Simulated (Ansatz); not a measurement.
Zr₂Se₄. The state is a singlet with charge 0. Geometry PBE-D4/def2-SVP.

Cartesian coordinates in Å:
```
Zr -0.125 -0.306 -0.832
Zr 0.298 0.689 1.858
Se -1.273 1.847 0.288
Se -0.595 -1.618 1.463
Se -0.508 -1.124 -3.020
Se 2.204 0.512 0.244
```

In the def2 sets Zr takes a core potential; there is no spin–orbit coupling. The structure comes from a short search, and lower isomers may exist.

**Question.** Estimate the orbital energies around the gap (eV) in Ansatz with PBE-D4/def2-TZVPD, revPBE-D4/def2-TZVP, r2SCAN-D4/def2-TZVPD, PBE0-D4/def2-SVP, PBE0-D4/def2-TZVPD.

**Answer.** 
```json
{"orbital": "HOMO−13", "PBE-D4/def2-TZVPD": "-16.33", "revPBE-D4/def2-TZVP": "-16.23", "r2SCAN-D4/def2-TZVPD": "-16.99", "PBE0-D4/def2-SVP": "-18.40", "PBE0-D4/def2-TZVPD": "-18.35"}
{"orbital": "HOMO−12", "PBE-D4/def2-TZVPD": "-15.31", "revPBE-D4/def2-TZVP": "-15.20", "r2SCAN-D4/def2-TZVPD": "-15.86", "PBE0-D4/def2-SVP": "-17.15", "PBE0-D4/def2-TZVPD": "-17.13"}
{"orbital": "HOMO−11", "PBE-D4/def2-TZVPD": "-8.26", "revPBE-D4/def2-TZVP": "-8.17", "r2SCAN-D4/def2-TZVPD": "-8.55", "PBE0-D4/def2-SVP": "-9.56", "PBE0-D4/def2-TZVPD": "-9.49"}
{"orbital": "HOMO−10", "PBE-D4/def2-TZVPD": "-7.90", "revPBE-D4/def2-TZVP": "-7.82", "r2SCAN-D4/def2-TZVPD": "-8.22", "PBE0-D4/def2-SVP": "-9.15", "PBE0-D4/def2-TZVPD": "-9.11"}
{"orbital": "HOMO−9", "PBE-D4/def2-TZVPD": "-7.90", "revPBE-D4/def2-TZVP": "-7.82", "r2SCAN-D4/def2-TZVPD": "-8.21", "PBE0-D4/def2-SVP": "-9.15", "PBE0-D4/def2-TZVPD": "-9.11"}
{"orbital": "HOMO−8", "PBE-D4/def2-TZVPD": "-7.77", "revPBE-D4/def2-TZVP": "-7.67", "r2SCAN-D4/def2-TZVPD": "-8.06", "PBE0-D4/def2-SVP": "-8.96", "PBE0-D4/def2-TZVPD": "-8.91"}
{"orbital": "HOMO−7", "PBE-D4/def2-TZVPD": "-7.29", "revPBE-D4/def2-TZVP": "-7.21", "r2SCAN-D4/def2-TZVPD": "-7.62", "PBE0-D4/def2-SVP": "-8.53", "PBE0-D4/def2-TZVPD": "-8.48"}
{"orbital": "HOMO−6", "PBE-D4/def2-TZVPD": "-7.28", "revPBE-D4/def2-TZVP": "-7.21", "r2SCAN-D4/def2-TZVPD": "-7.62", "PBE0-D4/def2-SVP": "-8.53", "PBE0-D4/def2-TZVPD": "-8.48"}
{"orbital": "HOMO−5", "PBE-D4/def2-TZVPD": "-6.90", "revPBE-D4/def2-TZVP": "-6.82", "r2SCAN-D4/def2-TZVPD": "-7.18", "PBE0-D4/def2-SVP": "-8.00", "PBE0-D4/def2-TZVPD": "-7.98"}
{"orbital": "HOMO−4", "PBE-D4/def2-TZVPD": "-6.90", "revPBE-D4/def2-TZVP": "-6.82", "r2SCAN-D4/def2-TZVPD": "-7.18", "PBE0-D4/def2-SVP": "-8.00", "PBE0-D4/def2-TZVPD": "-7.98"}
{"orbital": "HOMO−3", "PBE-D4/def2-TZVPD": "-6.22", "revPBE-D4/def2-TZVP": "-6.14", "r2SCAN-D4/def2-TZVPD": "-6.44", "PBE0-D4/def2-SVP": "-7.23", "PBE0-D4/def2-TZVPD": "-7.17"}
{"orbital": "HOMO−2", "PBE-D4/def2-TZVPD": "-5.79", "revPBE-D4/def2-TZVP": "-5.70", "r2SCAN-D4/def2-TZVPD": "-5.98", "PBE0-D4/def2-SVP": "-6.71", "PBE0-D4/def2-TZVPD": "-6.70"}
{"orbital": "HOMO−1", "PBE-D4/def2-TZVPD": "-5.78", "revPBE-D4/def2-TZVP": "-5.70", "r2SCAN-D4/def2-TZVPD": "-5.98", "PBE0-D4/def2-SVP": "-6.71", "PBE0-D4/def2-TZVPD": "-6.70"}
{"orbital": "HOMO", "PBE-D4/def2-TZVPD": "-5.56", "revPBE-D4/def2-TZVP": "-5.48", "r2SCAN-D4/def2-TZVPD": "-5.79", "PBE0-D4/def2-SVP": "-6.50", "PBE0-D4/def2-TZVPD": "-6.50"}
{"orbital": "LUMO", "PBE-D4/def2-TZVPD": "-4.76", "revPBE-D4/def2-TZVP": "-4.65", "r2SCAN-D4/def2-TZVPD": "-4.71", "PBE0-D4/def2-SVP": "-4.25", "PBE0-D4/def2-TZVPD": "-4.22"}
{"orbital": "LUMO+1", "PBE-D4/def2-TZVPD": "-3.65", "revPBE-D4/def2-TZVP": "-3.54", "r2SCAN-D4/def2-TZVPD": "-3.60", "PBE0-D4/def2-SVP": "-3.07", "PBE0-D4/def2-TZVPD": "-3.06"}
{"orbital": "LUMO+2", "PBE-D4/def2-TZVPD": "-3.65", "revPBE-D4/def2-TZVP": "-3.54", "r2SCAN-D4/def2-TZVPD": "-3.60", "PBE0-D4/def2-SVP": "-3.06", "PBE0-D4/def2-TZVPD": "-3.06"}
{"orbital": "LUMO+3", "PBE-D4/def2-TZVPD": "-3.36", "revPBE-D4/def2-TZVP": "-3.23", "r2SCAN-D4/def2-TZVPD": "-3.11", "PBE0-D4/def2-SVP": "-2.88", "PBE0-D4/def2-TZVPD": "-2.88"}
{"orbital": "LUMO+4", "PBE-D4/def2-TZVPD": "-3.06", "revPBE-D4/def2-TZVP": "-2.95", "r2SCAN-D4/def2-TZVPD": "-2.96", "PBE0-D4/def2-SVP": "-2.38", "PBE0-D4/def2-TZVPD": "-2.37"}
{"orbital": "LUMO+5", "PBE-D4/def2-TZVPD": "-3.06", "revPBE-D4/def2-TZVP": "-2.94", "r2SCAN-D4/def2-TZVPD": "-2.96", "PBE0-D4/def2-SVP": "-2.37", "PBE0-D4/def2-TZVPD": "-2.37"}
```
